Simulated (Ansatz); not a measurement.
Stepwise reaction of `F[SiH](Cl)S[SiH2]Cl` with hydrogen fluoride, as a gas-phase model of exchange steps in deposition or etching. ΔE in kJ/mol.

Isolated molecules relaxed with PBE0-D4/def2-TZVP in Ansatz; ΔE leaves out vibrations. CCSD(T)/CBS is the MP2 limit (def2-TZVPP, def2-QZVPP) plus CCSD(T) − MP2 in def2-TZVPP, frozen cores. This one scheme is used for every species. DFT in def2-TZVPP. B3LYP here is the variant with VWN-RPA as its local correlation; programs differ in this. One conformer a species, not always the lowest.

```tsv
step	reaction	PBE-D4	B3LYP-D4	ωB97M-V	CCSD(T)/CBS
1	`F[SiH](Cl)S[SiH2]Cl` + H–F → `F[SiH](F)S[SiH2]Cl` + HCl	-40.4	-49.5	-49.7	-47.2
```

**Question.** Give the row of step 2, `F[SiH](F)S[SiH2]Cl` + H–F → `F[SiH2]S[SiH](F)F` + HCl. (Estimate.)

**Answer.** Computed: 
| step | reaction | PBE-D4 | B3LYP-D4 | ωB97M-V | CCSD(T)/CBS |
| --- | --- | --- | --- | --- | --- |
| 2 | `F[SiH](F)S[SiH2]Cl` + H–F → `F[SiH2]S[SiH](F)F` + HCl | -32.2 | -41.6 | -40.7 | -37.5 |

**Question.** By hand: ΔE of the 2 steps together at CCSD(T)/CBS.

**Answer.** (-47.2) + (-37.5) = -84.7 kJ/mol, or -42.4 kJ/mol a step.

In ΔE each step is higher than the one before. All are downhill at CCSD(T)/CBS. PBE-D4 differs from CCSD(T)/CBS by 5.3 to 6.8 kJ/mol a step. Isolated molecules leave out the surface, adducts and barriers. Largest T1 diagnostic: 0.012.
